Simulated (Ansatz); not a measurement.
Total energies of Sn₁₂GeH₂₀, an alloyed cluster cut from the lattice of tin (1 Ge, core) from Ansatz at PBE0-D4/def2-TZVP, gas phase (1 Eh = 27.2114 eV = 2625.5 kJ/mol). The reference geometry is relaxed at PBE-D4/def2-SVP.

```xyz
33

Sn    3.9197    1.4361    0.2999
Sn   -3.1817   -0.6448   -3.1437
Sn   -0.2162    2.8166   -1.0220
Sn    1.0828   -1.5837   -1.6559
Sn    1.9449   -1.9999    2.5974
Sn   -2.0296   -0.7454    1.3211
Sn    0.6514    2.3147    3.4235
Sn   -0.8321   -2.0973   -3.6595
Sn    1.9252    1.1054   -1.6639
Sn    2.8419    0.6632    2.7850
Sn   -4.0861   -1.2229   -0.5467
Sn   -1.3139    1.9779    1.4312
Ge    0.0957   -2.1993    0.7186
H     4.4553    3.0886    0.3532
H     5.3037    0.4556   -0.0761
H    -4.4065   -0.9990   -4.3246
H    -2.8292    1.0518   -3.2499
H     0.3771    4.4429   -0.8592
H    -1.4149    2.8259   -2.2783
H     2.4821   -2.5910   -1.9197
H     3.2709   -3.0565    2.2164
H     1.2802   -2.5191    4.1169
H    -2.5634   -1.2305    2.9092
H     1.1469    3.9778    3.5177
H     0.0126    1.8758    4.9783
H    -0.1895   -1.7012   -5.2243
H    -1.2094   -3.7930   -3.6690
H     2.5552    1.5059   -3.2387
H     4.0599    0.7820    4.0254
H    -5.4891   -0.2761   -0.1546
H    -4.5514   -2.8948   -0.4702
H    -2.7249    2.9290    1.8076
H    -0.3680   -3.6945    0.6548
```

```
                 state                    geometry  energy (Eh)
      charge 0 singlet                   reference  -4660.75262
      charge 1 doublet                   reference  -4660.46148
      charge 1 doublet  relaxed at PBE-D4/def2-SVP  -4660.47473
     charge -1 doublet                   reference  -4660.78604
     charge -1 doublet  relaxed at PBE-D4/def2-SVP  -4660.80859
free Sn atom (triplet)                           –   -214.25870
free Ge atom (triplet)                           –  -2076.65516
 free H atom (doublet)                           –     -0.50104
```

In the def2 sets Sn takes a core potential; there is no spin–orbit coupling. Single mean-field runs in def2-TZVP are fitted with def2-universal-jkfit.

Question: Work out the vertical ionisation energy to the doublet.

Answer: E(charge 1 doublet) − E(charge 0 singlet) = -4660.46148 − (-4660.75262) = 0.29114 Eh = 7.92 eV. For comparison, −ε of the highest occupied level is 6.85 eV at this level, 1.07 eV less.

Question: Work out the vertical electron affinity, to the doublet.

Answer: E(charge 0 singlet) − E(charge -1 doublet) = -4660.75262 − (-4660.78604) = 0.03342 Eh = 0.91 eV. The basis lacks diffuse functions, which makes affinities too small.

Question: Give the fundamental gap IE − EA, the Mulliken electronegativity (IE + EA)/2 and the hardness (IE − EA)/2.

Answer: From the values in Eh: IE − EA = 0.29114 − 0.03342 = 0.25772 Eh = 7.01 eV; (IE + EA)/2 = 4.42 eV; (IE − EA)/2 = 3.51 eV. The HOMO–LUMO gap of the same run is 5.06 eV, 1.95 eV smaller than the fundamental gap.

Question: How much does the charge 1 doublet relax, and what is the adiabatic ionisation energy?

Answer: Relaxation: -4660.46148 − (-4660.47473) = 0.01325 Eh = 0.36 eV. Adiabatic ionisation energy: 0.27789 Eh = 7.56 eV, without zero-point energy. 

Question: How much does the charge -1 doublet relax, and what is the adiabatic electron affinity?

Answer: Relaxation: -4660.78604 − (-4660.80859) = 0.02255 Eh = 0.61 eV. Adiabatic electron affinity: 0.05597 Eh = 1.52 eV, without zero-point energy. 

Question: What is the binding energy per atom against free atoms?

Answer: Atoms: 12 × (-214.25870) + 1 × (-2076.65516) + 20 × (-0.50104) = -4657.78036 Eh. Binding: -4657.78036 − (-4660.75262) = 2.97226 Eh = 80.88 eV, or 2.45 eV for each of 33 atoms (no zero-point energy, no counterpoise term).

At PBE0-D4/def2-TZVP the highest occupied level of the charge -1 doublet lies above zero (up to 0.07 eV). By energy differences its removal costs 0.91 eV (vertical, to the charge 0 singlet, at PBE0-D4/def2-TZVP); self-interaction error and the lack of diffuse functions both raise the level.
